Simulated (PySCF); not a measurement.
# Sc²⁺: fine-structure interval

Sc²⁺ [Ar] 3d1 [3d3/2^1, M_J = 3/2] → Sc²⁺ [Ar] 3d1 [3d5/2^1, M_J = 5/2], as a difference of total energies. Computed with PySCF 2.14 in x2c-TZVPall-2c (6s7p4d1f, 54 functions), with the two-component X2C-1e Hamiltonian. Correlated levels: [Ne] frozen. "Screened" scales the spin-orbit matrix elements by Boettger's factors to mimic the two-electron term; Breit and QED terms are absent.

```json
{"method": "GHF (screened spin-orbit)", "fine-structure interval (cm⁻¹)": "274.65"}
{"method": "GMP2 (screened spin-orbit)", "fine-structure interval (cm⁻¹)": "136.45"}
{"method": "GHF (bare spin-orbit)", "fine-structure interval (cm⁻¹)": "490.84"}
```

GHF and GMP2 differ strongly here because the two determinants are spin-polarised to different degrees; the interval is a small difference of such terms.
